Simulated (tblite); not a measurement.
Compound: C₅H₃BF₃N.
Numbering: `[N:1]#[C:2][CH2:3][C@H:4]1[C:5]([F:6])=[C:7]1[B:8]([F:9])[F:10]` (hydrogens: H11, H12 on C3; H13 on C4)

Computed with GFN2-xTB (tblite), gas phase: L-BFGS steps from a force-field or distance-geometry start until the largest atomic force falls under 0.01 eV/Å.

Geometry at step 7:
```
atom  x, y, z in Å
N1     -1.3780   -2.2563    0.3586
C2     -1.4380   -1.2258   -0.1316
C3     -1.4777    0.0877   -0.7289
C4     -0.2266    0.8929   -0.3892
C5      0.1701    1.1425    0.9987
F6     -0.1482    1.8284    2.0666
C7      0.9436    0.2648    0.4287
B8      2.1223   -0.6947    0.3024
F9      3.3262   -0.2605   -0.0090
F10     1.9995   -1.9930    0.4235
H11    -2.3737    0.6079   -0.3686
H12    -1.5582   -0.0107   -1.8149
H13     0.0345    1.6173   -1.1539
```

**Question.** What forces act on the atoms?

**Answer.** 
```tsv
atom	Fx (eV/Å)	Fy (eV/Å)	Fz (eV/Å)
N1	-0.052	0.101	-0.060
C2	0.030	-0.046	0.032
C3	0.000	-0.003	-0.008
C4	-0.053	0.031	-0.034
C5	-0.076	0.150	0.063
F6	0.022	-0.003	0.099
C7	-0.041	-0.012	-0.093
B8	0.048	-0.051	-0.021
F9	0.013	-0.071	0.041
F10	0.090	-0.017	-0.011
H11	0.034	-0.028	-0.005
H12	-0.018	-0.099	0.018
H13	0.002	0.049	-0.020
```

The largest, 0.18 eV/Å, acts on C5; the rms over all components is 0.054 eV/Å. The forces sum to zero within rounding, as they must for an isolated molecule in no field.

**Question.** Give the force on C5 in Eh/bohr and in nN.

**Answer.** 0.180 eV/Å ÷ 51.422 = 0.00349 Eh/bohr, and 0.180 eV/Å × 1.602 = 0.29 nN.

**Question.** How far is this geometry from the end of the optimisation?

**Answer.** 0.167 eV above it, and 0.692 Å rms away after alignment. The bonds farthest from their final lengths, with half the difference of the two atoms' forces along the bond (positive lengthens):

| bond | now (Å) | final (Å) | force along bond (eV/Å) |
| --- | --- | --- | --- |
| C4–C7 | 1.560 | 1.542 | 0.00 |
| C5=C7 | 1.301 | 1.312 | +0.10 |
| B8–F10 | 1.310 | 1.318 | -0.02 |
| C4–C5 | 1.465 | 1.472 | +0.05 |
| C5–F6 | 1.309 | 1.304 | -0.04 |
| C7–B8 | 1.525 | 1.521 | +0.04 |

The angle farthest from its final value is C5–C7–B8, 156.9° against 152.5°.

Of the 2 listed bonds off by 0.010 Å or more, this force points towards the final length in 1.

The cost below is that of the whole relaxation. The run took 1.1 s on one thread of an Arm Neoverse N1, shared host with 64 logical CPUs at a one-minute load of 61.
